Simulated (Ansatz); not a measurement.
`[BH2][GeH2][O][SiH2]F`, relaxed with RKS PBE-D4/def2-SVP in Ansatz 0.2.0 from a rough embedded geometry. The force threshold is 0.03 eV/Å; the program also tests the step.

The species carries charge 0 and has multiplicity 1.

Start:

```xyz
11

B     2.436   -0.132   -0.668
Ge    0.426   -0.091   -0.633
O    -0.084    0.195    1.039
Si   -1.776    0.132    1.088
F    -2.381    0.440    2.609
H     3.093    0.011    0.234
H     2.985   -0.318   -1.755
H    -0.092    1.012   -1.519
H    -0.077   -1.449   -1.131
H    -2.274   -1.093    0.561
H    -2.256    1.292    0.174
```

(1) How much energy does the relaxation release, and in how many steps? (Best estimate.)

(2) Which bonds change most? (Estimate.)

(3) Give the relaxed structure. (An estimate is asked.)

Results:

(1) Computed: 55.17 kJ/mol, in 9 steps.

(2) Computed: B1–H6 from 1.124 to 1.213 Å; Si4–H10 from 1.423 to 1.503 Å; Ge2–H8 from 1.506 to 1.561 Å; Si4–H11 from 1.553 to 1.503 Å.

(3) Computed: 
```xyz
11

B     2.545   -0.117   -0.600
Ge    0.520   -0.153   -0.938
O    -0.357    0.098    0.627
Si   -1.919    0.199    1.153
F    -1.872    0.478    2.762
H     3.001    0.051    0.511
H     3.299   -0.275   -1.542
H     0.051    0.973   -1.913
H     0.029   -1.513   -1.526
H    -2.655   -1.095    0.946
H    -2.642    1.354    0.519
```
